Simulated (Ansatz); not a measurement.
Molecule: tribromo(ethyl)silane, C2H5Br3Si, charge 0, multiplicity 1. 
Coordinates optimised at B3LYP-D3(BJ)/def2-TZVP (Ansatz, an electronic-structure program):
```
C
H 1 1.0937
H 1 1.0937 2 106.72
C 1 1.5312 2 111.13 3 121.31
H 4 1.0904 1 111.29 2 60.47
H 4 1.0904 5 107.88 1 -122.36
H 4 1.0909 5 107.89 6 -116.32
Si 1 1.8600 2 106.42 3 -113.34
Br 8 2.2236 1 109.92 2 56.77
Br 8 2.2256 1 110.40 2 -63.24
Br 8 2.2256 1 110.40 2 176.79
```
Charge 0, spin multiplicity 1.

Basis-set convergence of Hartree-Fock and MP2 correlation energies (hartree) with Ansatz. Correlated levels leave the core frozen unless marked. Spin-orbit coupling is left out. The frozen core is the preceding noble-gas configuration, with the filled d and f shells of earlier blocks. No relativistic terms.

| basis | functions | E(HF) | E(corr, MP2) |
|---|---|---|---|
| def2-SVPD | 227 | -8083.91249 | -0.77608 |
| def2-TZVPPD | 378 | -8085.03951 | -0.95600 |
| def2-QZVPPD | 661 | -8085.19825 | -1.03832 |

Extrapolating the two largest sets (X = 3 and 4) as X^-3: E(corr) = (64·(-1.03832) - 27·(-0.95600))/37 = -1.0984 Eh, an estimate of the basis-set limit. The largest set recovers 94.5 % of it, the smallest 70.7 %.
